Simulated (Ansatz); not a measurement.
`B[SiH2]O[SiH2]F` → `B[Si](O)(F)[SiH3]`  (isomerisation)

Computed with Ansatz on PBE0-D4/def2-TZVP structures; ΔE is electronic, products minus reactants. CCSD(T)/CBS adds triple-zeta CCSD(T) − MP2 to the extrapolated MP2 energy (def2 sets, frozen cores). DFT in def2-TZVPP. B3LYP here is the variant with VWN-RPA as its local correlation; programs differ in this. One conformer a species, not always the lowest.

`B[SiH2]O[SiH2]F`:

```xyz
11

B     0.304   -1.240   -1.601
Si   -1.120   -0.192   -0.658
O    -0.632    0.549    0.734
Si    0.648    0.948    1.635
F     1.698    1.756    0.744
H     1.424   -1.354   -1.199
H     0.025   -1.794   -2.625
H    -2.245   -1.105   -0.308
H    -1.652    0.855   -1.576
H     1.345   -0.262    2.127
H     0.204    1.838    2.727
```

`B[Si](O)(F)[SiH3]`:

Z-matrix (Å, degrees):
```
Si
O 1 1.644
F 1 1.610 2 108.4
B 1 2.003 2 109.2 3 122.7
Si 1 2.365 2 111.1 3 -115.3
H 2 0.959 1 118.0 3 60.3
H 4 1.195 1 121.4 2 -146.2
H 4 1.195 1 120.2 2 40.4
H 5 1.488 1 110.4 2 -67.2
H 5 1.487 1 111.4 2 172.0
H 5 1.491 1 109.1 2 51.8
```

(1) Is it downhill or uphill in electronic energy at CCSD(T)/CBS, and by how much? (Estimate.)

(2) What do these levels give: ωB97M-V, r2SCAN, PBE0, B3LYP, HF/def2-TZVPP, MP2/def2-TZVPP, SCS-MP2/def2-TZVPP, CCSD/def2-TZVPP, CCSD(T)/def2-TZVPP, MP2/def2-QZVPP, HF/CBS(def2), MP2/CBS(def2)? (Estimate.)

Largest T1 diagnostic among the species: 0.013.

Results:

(1) Ansatz gave: Uphill: ΔE = +118.8 kJ/mol.

(2) Computed: ωB97M-V 118.8, r2SCAN 109.6, PBE0 99.2, B3LYP 116.2, HF/def2-TZVPP 146.8, MP2/def2-TZVPP 126.6, SCS-MP2/def2-TZVPP 131.3, CCSD/def2-TZVPP 123.0, CCSD(T)/def2-TZVPP 118.7, MP2/def2-QZVPP 127.7, HF/CBS(def2) 150.2, MP2/CBS(def2) 126.7 kJ/mol.

From PBE to PBE0 (25 % exact exchange), in def2-TZVPP and without D4, ΔE moves by +11.1 kJ/mol. In def2-TZVPP, CCSD(T) changes the Hartree–Fock value by −28.2 kJ/mol (the triples alone add −4.3 kJ/mol) and MP2 by −20.2 kJ/mol.
